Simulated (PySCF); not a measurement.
# What a mistake does to a calculation on Al2BH4O cation

All numbers below are calculated, not measured. The program is PySCF 2.14.0, an open-source quantum chemistry code, run on an isolated molecule that a program drew, which may never have been made. The molecule is Al2BH4O cation (charge +1, singlet), drawn as the SMILES string `[BH2][AlH][O][AlH+]`.

Each row is a Hartree-Fock (HF) and frozen-core CCSD(T) single point in the cc-pV(D+d)Z basis, meant for a local HF minimum. Run 1 is clean. Each other run has one planted mistake out of seven kinds, and not every kind appears here: one electron removed, one electron added, multiplicity raised by two, geometry at a saddle point, minimal basis STO-3G, one bond length entered in bohr, all coordinates scaled. The reference is restricted for singlets and unrestricted otherwise, and also for a bond in bohr. Adding or removing an electron swaps singlet and doublet. Electrons count all cores. HOMO and LUMO are orbital energies over both spins, the gradient is its largest component, and the lowest frequency (negative if imaginary) is given only where the gradient is small. Bond lengths are over the 7 bonds as drawn. T1 is the CCSD diagnostic: over 0.02 (restricted) or 0.045 (unrestricted) a single reference is doubtful.

Geometry of the clean run:
```xyz
8
Al2BH4O cation, angstrom
B     1.0653   -0.9914    1.2864
Al   -0.2082    0.5190    0.4583
O    -1.0862    1.5377    1.6211
Al   -1.9458    2.5409    2.5346
H     2.2163   -0.7711    1.5373
H     0.6564   -2.0921    1.5260
H    -0.5567    0.9486   -1.0094
H    -2.7614    3.4915    3.4255
```

| run | electrons | basis functions | <S^2> | HOMO (eV) | LUMO (eV) | gradient (hartree/bohr) | lowest frequency (cm^-1) | mean bond (Å) | longest bond (Å) | T1 | HF (hartree) | CCSD(T) (hartree) | mistake |
|---|---|---|---|---|---|---|---|---|---|---|---|---|---|
| 1 | 42 | 94 | 0.000 | -13.89 | -3.97 | 3.6e-05 | 87 | 1.5755 | 2.142 | 0.0165 | -585.52391 | -585.94030 | no fault |
| 2 | 42 | 94 | 0.000 | -14.93 | -4.52 | 2.0e-02 | - | 1.8015 | 3.360 | 0.0249 | -585.40277 | -585.83366 | one bond length entered in bohr |
| 3 | 42 | 94 | 2.013 | -11.12 | -4.68 | 2.9e-02 | - | 1.5755 | 2.142 | 0.0219 | -585.42402 | -585.83175 | ? |
| 4 | 43 | 94 | 0.766 | -5.01 | 1.14 | 5.9e-02 | - | 1.5755 | 2.142 | 0.0503 | -585.68777 | -586.12199 | ? |

**Which mistake was planted in run 3, and what did it cost?**

Electrons, basis and geometry are unchanged, and <S^2> is 2.013, beside S(S+1) = 2.00 for a multiplicity of 3. So the mistake is: multiplicity raised by two. Subtracting run 1 and multiplying by 627.51 kcal/mol a hartree, the energy moved by 62.7 kcal/mol in HF and 68.1 kcal/mol in CCSD(T).

**Which mistake was planted in run 4, and what did it cost?**

It counts 43 electrons, one more than the clean run, at the same geometry and basis. So the mistake is: one electron added. Subtracting run 1 and multiplying by 627.51 kcal/mol a hartree, the energy moved by -102.8 kcal/mol in HF and -114.0 kcal/mol in CCSD(T).

Cautions from the logs. Run 4: T1 is over the limit, so its CCSD(T) energy is less reliable.
